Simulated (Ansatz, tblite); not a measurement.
Cost and result up the ladder for (H2Ga-mu-Cl)2 (Ga₂H₄Cl₂) (8 atoms). The state is a singlet with charge 0. Geometry: PBE-D4/def2-SVP.

```xyz
8

Ga    0.5858    1.2787    0.9435
H     1.0923    2.4855    0.0868
H     0.5004    0.9909    2.4785
Cl   -1.5511    0.6805    0.0408
Ga   -0.5859   -1.2788   -0.9434
H    -0.5008   -0.9918   -2.4787
H    -1.0921   -2.4850   -0.0860
Cl    1.5513   -0.6800   -0.0416
```

Ansatz on 4 threads of Arm Neoverse N1 on a shared host; xTB runs through tblite on one thread. Times are rough, summed over both states, and most runs start from the orbitals of an earlier one. PBE0-D4/def2-TZVP serves as the yardstick here, not as an exact answer. The other state is a triplet.

The xTB rows come from tblite.

xTB has no spin-polarisation term.

| level | functions | wall time | vertical triplet (eV) | difference from PBE0-D4/def2-TZVP (eV) |
| --- | --- | --- | --- | --- |
| GFN2-xTB | 40 | 0.015 s | 6.45 | 0.42 |
| GFN1-xTB | 44 | 0.019 s | 6.90 | 0.87 |
| PBE-D4/def2-TZVP | 194 | 12 s | 5.27 | -0.76 |
| r2SCAN-D4/def2-TZVP | 194 | 28 s | 5.65 | -0.38 |
| PBE0-D4/def2-TZVP | 194 | 30 s | 6.03 | 0.00 |
